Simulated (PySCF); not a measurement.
How methods differ on the fine-structure interval of Ir(68+)

Ir(68+) [He] 2s2 2p5 [2p1/2^2 2p3/2^3, M_J = 3/2] → Ir(68+) [He] 2s2 2p5 [2p1/2^1 2p3/2^4, M_J = 1/2], as a difference of total energies. Calculation: PySCF 2.14, in an uncontracted even-tempered set (16 s from 54 bohr⁻², ratio 2.4; 13 p from 70 bohr⁻², ratio 2.4; 5 d from 240 bohr⁻², ratio 2.6; 4 f from 360 bohr⁻², ratio 2.6); the two-component X2C-1e Hamiltonian. Correlated levels: nothing frozen; the 26 highest virtual spinors dropped. "Screened" scales the spin-orbit matrix elements by Boettger's factors to mimic the two-electron term; Breit and QED terms are absent.

```json
{"method": "GHF (screened spin-orbit)", "fine-structure interval (cm⁻¹)": "13610000"}
{"method": "GMP2 (screened spin-orbit)", "fine-structure interval (cm⁻¹)": "13612000"}
{"method": "GHF (bare spin-orbit)", "fine-structure interval (cm⁻¹)": "14022000"}
```
